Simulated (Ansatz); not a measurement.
```yaml
crystal:
  periodic: [false, false, false]
  atoms:
    - {symbol: N, position_ang: [-2.147787, -0.174617, 1.346022]}
    - {symbol: C, position_ang: [-1.195427, -0.369991, 0.932173]}
    - {symbol: C, position_ang: [0.003432, -0.637081, 0.404616]}
    - {symbol: C, position_ang: [0.446351, 0.343911, -0.471974]}
    - {symbol: N, position_ang: [0.699355, 0.095091, -1.559652]}
    - {symbol: I, position_ang: [0.631127, 2.121866, 0.348114]}
    - {symbol: H, position_ang: [-0.037563, -1.503274, -0.103980]}
    - {symbol: H, position_ang: [0.669261, -0.735577, 1.153322]}
    - {symbol: H, position_ang: [1.012577, 0.816983, -2.064374]}
basis:
  gaussian: {orbitals: def2-SVPD, point_charges: [{charge: 2.00, position_ang: [4.956, 0.613, -0.514]}]}
total_charge: -1
magnetization: {spin_polarized: true, initial_magnetization: 1}
hamiltonian: {xc: {name: PBE-QIDH}}
```

```sh
$ ansatz run in.yaml --threads 4 --pin off --events-out ev --progress --plain --max-ram 10444MiB
```

Shortened log:

```
Functional definition: PBE-QIDH
1676 factors; integrals over basis functions are off by at most 7.4e-4 eV
mean field evaluation 1: about -14210.7840 eV, gradient 2.9e1 eV
mean field evaluation 2: about -14211.0531 eV, gradient 2.9e1 eV
mean field evaluation 4: about -14215.2198 eV, gradient 2.9e0 eV
mean field evaluation 8: about -14215.2856 eV, gradient 4.7e-1 eV
mean field evaluation 16: about -14215.2873 eV, gradient 4.0e-3 eV
a density is far from that of the atoms, so the factors are made again for it
1717 factors; integrals over basis functions are off by at most 7.2e-4 eV
mean field evaluation 32: about -14215.2873 eV, gradient 2.5e-6 eV
mean field -14215.28726987 eV, -522.4021716999 hartree, gradient 3.1e-6 eV, S^2 0.750383; 1 other end points of the search recorded, 0 dependent functions left out
9 core orbitals not correlated: weight in the atoms' cores, before any rotation towards them, 1.000 or more for the frozen orbitals, at most 0.000 for the correlated occupied ones
reference -14215.28728776 eV, -522.4021723574 hartree; 22, 21 occupied and 128, 129 virtual orbitals, 1717 factors
second order -26.18000423 eV of doubles, -0.00000000 eV of singles
Total energy: -14224.01395584 eV, -522.7228714941 hartree
```

Run time 5.5 s (4 threads of an AMD EPYC 9R45 on a shared host); peak host memory 0.65 GiB.
